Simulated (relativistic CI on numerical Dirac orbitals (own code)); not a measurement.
## Cubic crystal-field splitting of Pr⁴⁺ by operator equivalents

Problem. Pr⁴⁺ (4f) sits in a cubic field with the Wybourne parameters B⁴₀ = -720 and B⁶₀ = 1160 cm⁻¹. Find the levels of its ground J multiplet, neglecting the mixing with the other J.

Working.
1. One f electron has the ground level ²F5/2 with g_J = 6/7 and the Stevens factor β = 2/315. Rank 6 cannot act within J = 5/2.
2. Stevens form: B₄ = β B⁴₀/8 = -0.5714 cm⁻¹, in H = B₄(O₄⁰ + 5O₄⁴).
3. The eigenvalues of O₄⁰ + 5O₄⁴ for J = 5/2 are −240 (Γ7 doublet) and +120 (Γ8 quartet): E(Γ7) = 137.1, E(Γ8) = -68.6 cm⁻¹.
4. Order and energies above the lowest: Γ8 0.0, Γ7 205.7 cm⁻¹. The Γ8 quartet has no single g value.

Check. Diagonalising spin-orbit coupling (free-ion gap 2909 cm⁻¹, from a Dirac-Coulomb-Breit calculation) and field together in all 14 states gives Γ8 0.0, Γ7 95.3 cm⁻¹. The other multiplet starts at 2799 cm⁻¹; the differences from the hand values come from J mixing and grow with the ratio of the field to that gap. Here they are large, so operator equivalents within one J are not enough.
